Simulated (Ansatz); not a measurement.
**Abstraction of Br: C2H5BrSi + GeH3 → C2H5Si + GeH3Br**

Species: C2H5BrSi `C=C[SiH2]Br`, singlet; GeH3 `[GeH3]`, doublet; C2H5Si `C=C[SiH2]`, doublet; GeH3Br `[GeH3][Br]`, singlet. A radical takes Br: the energy is the difference in strength between the Si–Br bond broken and the Ge–Br bond made.

Shapes, held fixed at every level: PBE0-D4/def2-TZVP. Flexible molecules stand in one conformer, not always the lowest. Programs: Ansatz 0.2.0. The zero-point and thermal change to 298 K, harmonic and unscaled (PBE0-D4/def2-TZVP), is -0.3 kJ/mol.

(1) Estimate ΔH(298 K) of this reaction.

## Answers

(1) B2PLYP/def2-TZVPP gives ΔH(298 K) = +36.3 kJ/mol; the levels span +27.0 to +37.5. The median of the levels is +31.1. No measured value is set beside it here. Spin contamination: C2H5Si (⟨S²⟩ up to 0.90). Open shells run unrestricted unless RO is named. Relativity is left out for Br, Ge unless named. Correlated rows may include outer-core shells of Br, Ge, which these sets cover unevenly. Times are processor times on shared x86 and Arm servers, and rough.

```csv
level,kind,ΔH(298 K) (kJ/mol),CPU time (sum over the molecules)
HF/def2-SVP,Hartree–Fock,+27.0,–
HF/def2-TZVPP,Hartree–Fock,+31.1,–
SPW92/def2-TZVPP,LDA,+28.3,12 s
r2SCAN-D4/def2-TZVPP,meta-GGA,+30.3,54 s
PBE0-D4/def2-TZVPP,global hybrid,+32.2,32 s
wB97X-V/def2-TZVPP,range-separated hybrid,+37.5,85 s
B2PLYP/def2-TZVPP,double hybrid,+36.3,54 s
```
